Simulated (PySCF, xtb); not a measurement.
Te(OH)(GeH3) (GeH₄OTe), SMILES O[Te][GeH3]. Other conformers were not sampled.

Harmonic wavenumbers (cm⁻¹) from GFN2-xTB (xtb 6.7.1) at its own minimum, in rising order: 50, 114, 207, 255, 425, 444, 526, 783, 849, 876, 942, 1913, 1999, 2027, 3621.

What does PBE0-D3(BJ)/def2-SVP in PySCF give at its own minimum? (Estimate from the structure and the level; the computed values follow.)

98, 109, 238, 337, 489, 509, 594, 798, 865, 882, 1018, 2149, 2160, 2170, 3861. Paired by order, the mean absolute difference is 84 cm⁻¹ and the zero-point energies are 21.5 and 23.3 kcal/mol.
